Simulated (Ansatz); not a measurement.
Geometry optimisation, RKS BHLYP-D4/def2-SVP in Ansatz 0.2.0.

Input:

```yaml
crystal:
  periodic: [false, false, false]
  atoms:
    - { symbol: O, position_ang: [-1.457, 0.0308, 0.7704] }
    - { symbol: Si, position_ang: [-0.5432, 0.4254, -0.6161] }
    - { symbol: Cl, position_ang: [-0.208, 2.4899, -0.7201] }
    - { symbol: Sb, position_ang: [1.7254, -0.7934, -0.4452] }
    - { symbol: H, position_ang: [-0.9378, 0.3177, 1.5147] }
    - { symbol: H, position_ang: [-1.2457, 0.0169, -1.8335] }
    - { symbol: H, position_ang: [1.55288, -1.29525, -2.15687] }
    - { symbol: H, position_ang: [2.56734, 0.6784, -0.89976] }
basis:
  gaussian: { orbitals: def2-SVP }
hamiltonian:
  xc: { name: BHLYP }
  dispersion: d4
relax:
  f_tol: 0.015
  max_steps: 40
output:
  orbitals: {}
```

Run as:

```bash
$ ansatz run input.yaml --threads 2 --pin off --max-ram 3072MiB --backend cpu --events-out ev --progress --plain --runs-dir out
```

Question: Where does it end, and by what steps?

Answer: It converged. The force dipped under the threshold on the way, but the program's further checks kept it going. After 19 steps the energy has fallen by 0.268 eV; H8 moved furthest, 0.96 Å.

```json
{"step": "0", "energy less start (eV)": "0.0000", "largest force component (eV/Å)": "1.671", "accepted": "yes"}
{"step": "1", "energy less start (eV)": "0.0690", "largest force component (eV/Å)": "1.958", "accepted": "no"}
{"step": "2", "energy less start (eV)": "-0.1307", "largest force component (eV/Å)": "1.048", "accepted": "yes"}
{"step": "3", "energy less start (eV)": "-0.1947", "largest force component (eV/Å)": "0.551", "accepted": "yes"}
{"step": "4", "energy less start (eV)": "-0.1901", "largest force component (eV/Å)": "0.467", "accepted": "no"}
{"step": "5", "energy less start (eV)": "-0.2074", "largest force component (eV/Å)": "0.227", "accepted": "yes"}
{"step": "6", "energy less start (eV)": "-0.2130", "largest force component (eV/Å)": "0.058", "accepted": "yes"}
{"step": "7", "energy less start (eV)": "-0.2191", "largest force component (eV/Å)": "0.119", "accepted": "yes"}
{"step": "8", "energy less start (eV)": "-0.2228", "largest force component (eV/Å)": "0.474", "accepted": "yes"}
{"step": "9", "energy less start (eV)": "-0.2484", "largest force component (eV/Å)": "0.068", "accepted": "yes"}
{"step": "10", "energy less start (eV)": "-0.2594", "largest force component (eV/Å)": "0.193", "accepted": "yes"}
{"step": "11", "energy less start (eV)": "-0.2471", "largest force component (eV/Å)": "0.595", "accepted": "no"}
{"step": "12", "energy less start (eV)": "-0.2560", "largest force component (eV/Å)": "0.308", "accepted": "no"}
{"step": "13", "energy less start (eV)": "-0.2634", "largest force component (eV/Å)": "0.038", "accepted": "yes"}
{"step": "14", "energy less start (eV)": "-0.2660", "largest force component (eV/Å)": "0.091", "accepted": "yes"}
{"step": "15", "energy less start (eV)": "-0.2674", "largest force component (eV/Å)": "0.015", "accepted": "yes"}
{"step": "16", "energy less start (eV)": "-0.2676", "largest force component (eV/Å)": "0.014", "accepted": "yes"}
{"step": "17", "energy less start (eV)": "-0.2676", "largest force component (eV/Å)": "0.032", "accepted": "yes"}
{"step": "18", "energy less start (eV)": "-0.2676", "largest force component (eV/Å)": "0.019", "accepted": "yes"}
{"step": "19", "energy less start (eV)": "-0.2677", "largest force component (eV/Å)": "0.006", "accepted": "yes"}
```

```xyz
8
Properties=species:S:1:pos:R:3
O -1.438 -0.103 0.507
Si -0.435 0.586 -0.601
Cl -0.259 2.624 -0.235
Sb 1.955 -0.356 -0.430
H -1.222 -0.054 1.435
H -1.094 0.411 -1.903
H 1.532 -1.741 -1.332
H 2.415 0.503 -1.828
```

Time of the run: 45 s on 2 threads of Intel(R) Xeon(R) Platinum 8488C (Sapphire Rapids), with other jobs on the host, peak memory 0.24 GiB.
